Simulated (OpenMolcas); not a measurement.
Computed levels of 4d⁵ in ions with 41 electrons, in cm-1 above ⁶S_5/2.

| Quantity | Value |
| --- | --- |
| Program | OpenMolcas |
| Method | CASSCF |
| Basis | ANO-RCC-VQZP |
| Scalar Hamiltonian | DKH2, point nucleus |
| Spin-orbit coupling | state interaction with AMFI integrals over the reference wave functions, term energies averaged over their components |

Active space for each ion: 5 electrons in 10 orbitals (4d 5d).

```tsv
Level	Tc2+	Ru3+	Rh4+	Ag6+
⁴G_5/2	23678	26912	29764	34746
⁴G_7/2	23826	27136	30099	35460
⁴G_11/2	23920	27251	30245	35708
⁴G_9/2	23928	27284	30310	35877
⁴P_5/2	26833	30367	33401	38564
⁴P_3/2	27104	30780	33982	39554
⁴P_1/2	27465	31334	34768	40939
⁴D_7/2	29389	33418	37024	43584
⁴D_1/2	29725	34002	37913	45328
```

**Question.** Estimate ⁴G_5/2, ⁴G_7/2 for Pd5+ from its neighbours Rh4+ and Ag6+.

**Answer.** ⁴G_5/2 is another term, which grows about linearly with the charge: (29764 + 34746) / 2 = 32255. The calculation gives 32459, so the estimate is off by -0.6 %.
⁴G_7/2 is another term, which grows about linearly with the charge: (30099 + 35460) / 2 = 32780. The calculation gives 32943, so the estimate is off by -0.5 %.

Mixed levels, with the weight of the term that names them: Tc2+ ⁴P_5/2 (75 %), Ru3+ ⁴P_5/2 (69 %), Ru3+ ⁴P_3/2 (74 %), Rh4+ ⁴P_5/2 (65 %), Rh4+ ⁴P_3/2 (70 %), Pd5+ ⁴P_5/2 (61 %), Pd5+ ⁴P_3/2 (66 %), Ag6+ ⁴P_5/2 (57 %), Ag6+ ⁴P_3/2 (63 %).

Without dynamic correlation excited terms often stand tens of per cent too high (terms of higher spin than the ground term too low), and those without a measured partner can miss by more than the paired ones. Active for correlation alone: 5d; no level in the range computed is led by a configuration that fills it, so any true level of that kind is missing. Only configurations of the active space appear.
